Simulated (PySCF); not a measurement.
A structure optimised at PBE-D3(BJ)/def2-SVP, used in a PySCF frequency run:

```
C
H 1 1.1078
H 1 1.1105 2 107.88
C 1 1.5331 2 113.18 3 -122.54
H 4 1.1118 1 113.10 2 86.08
H 4 1.1178 5 107.41 1 122.56
O 4 1.4285 5 109.21 6 119.28
C 7 1.4285 4 109.95 5 134.85
H 8 1.1118 7 109.21 4 134.85
H 8 1.1178 9 107.41 7 -119.28
C 8 1.5331 9 113.10 10 -122.56
H 11 1.1078 8 113.18 9 86.08
H 11 1.1105 12 107.88 8 122.54
```

**Question.** Write its SMILES, formula and point group.

**Answer.** C1CCOC1, C4H8O, C2

**Question.** What are its rotational constants (standard atomic weights)?

**Answer.** 7.0585, 6.9540, 3.9945 GHz
